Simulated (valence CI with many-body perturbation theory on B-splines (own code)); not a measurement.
Results of a calculation; reference values are marked as such.
**Tm XLIX: magnetic and hyperfine properties of the levels**

Level of theory: valence CI with perturbative core correlation (CI+MBPT): three valence electrons over a frozen Dirac-Fock core [Ar], a basis of 7 s, 7 p, 8 d, 6 f, 4 g, 1 h functions for each j, with the one-electron correlation potential Σ1, the two-electron term Σ2, the three-electron term Σ3, Breit, model QED; selected CI, second order for the rest, scaled by the run's own slope (own B-spline code, finite nucleus).

No measured spectrum was set against this ion. As an estimate, large intervals hold to a few tenths of a per cent, small ones and those within an open d or f shell to about a per cent. Only levels of the ground parity were solved; by the run's estimate the other parity begins above the list, which can be wrong where configurations are misplaced.

A/g_I is the dipole constant over the nuclear g factor μ/I (μ in nuclear magnetons, uniformly magnetised nucleus), B/Q the quadrupole constant per barn. Both hold the static response of the core; the bare values leave it out. Large factors of s and p1/2 electrons are usually good to 5 to 10 %; those of open d and f shells near neutrality can be off by tens of per cent, and small factors of p3/2, d and f electrons come from cancelling terms and can be off by a factor of two or in sign, in half-filled shells by more. B is blank for J = 1/2, where it vanishes, and for nearly pure S terms. Energies count from the lowest level.

Levels are named by their leading jj configuration (3d3/2^4 stands for four electrons in 3d with j = 3/2), which in mixed levels can hold well under half, so a name can repeat and another be missing. Letters in brackets count levels of one name in rising energy.

| Level | E (cm⁻¹) | g | A/g_I (MHz) | A/g_I bare | B/Q (MHz/b) | B/Q bare |
| --- | --- | --- | --- | --- | --- | --- |
| (3d3/2^3) J=3/2 | 0 | 0.702 | 83100 | 82500 | -48000 | -48600 |
| (3d3/2^2 3d5/2) J=5/2 [a] | 365950 | 1.050 | 47300 | 47500 | -25400 | -25800 |
| (3d3/2^2 3d5/2) J=3/2 | 414250 | 1.181 | 37900 | 38400 | -11000 | -11100 |
| (3d3/2^2 3d5/2) J=7/2 | 439140 | 1.043 | 51200 | 51400 | 19000 | 19200 |
| (3d3/2^2 3d5/2) J=9/2 | 441710 | 1.041 | 53000 | 53200 | 57100 | 57800 |
| (3d3/2^2 3d5/2) J=1/2 | 452990 | 1.824 | -36600 | -34600 |  |  |
| (3d3/2^2 3d5/2) J=5/2 [b] | 618250 | 1.267 | 30200 | 30900 | 82300 | 83300 |
| (3d3/2 3d5/2^2) J=7/2 [a] | 798290 | 1.106 | 38900 | 39200 | -3680 | -3740 |
| (3d3/2 3d5/2^2) J=9/2 | 830710 | 1.131 | 40200 | 40600 | 17900 | 18000 |
| (3d3/2 3d5/2^2) J=3/2 [a] | 868890 | 1.115 | 45300 | 45700 | -50300 | -51000 |
| (3d3/2 3d5/2^2) J=1/2 | 890290 | 1.494 | -15000 | -13700 |  |  |
| (3d3/2 3d5/2^2) J=11/2 | 902530 | 1.081 | 45400 | 45700 | 107000 | 108000 |
| (3d3/2 3d5/2^2) J=5/2 [a] | 906850 | 1.262 | 15800 | 16500 | 62200 | 63000 |
| (3d3/2 3d5/2^2) J=5/2 [b] | 964280 | 1.101 | 47200 | 47500 | -19900 | -20100 |
| (3d3/2 3d5/2^2) J=7/2 [b] | 972760 | 1.090 | 46400 | 46700 | 21000 | 21300 |
| (3d3/2 3d5/2^2) J=3/2 [b] | 1112700 | 0.917 | 71900 | 71800 | 64000 | 64800 |
| (3d5/2^3) J=9/2 | 1260900 | 1.152 | 33100 | 33500 | 9770 | 9890 |
| (3d5/2^3) J=3/2 | 1367700 | 1.101 | 36700 | 37000 | 8210 | 8300 |
| (3d5/2^3) J=5/2 | 1442100 | 1.157 | 33200 | 33700 | 9560 | 9690 |

(1) Take the isotope of mass number 171, with I = 1/2, μ = -0.23 μN. What is the hyperfine structure of (3d3/2^2 3d5/2) J=1/2?

## Answers

(1) From the table A = 16800 MHz. Shifts from the centre of gravity in MHz: F = 0: -12600, F = 1: 4200.
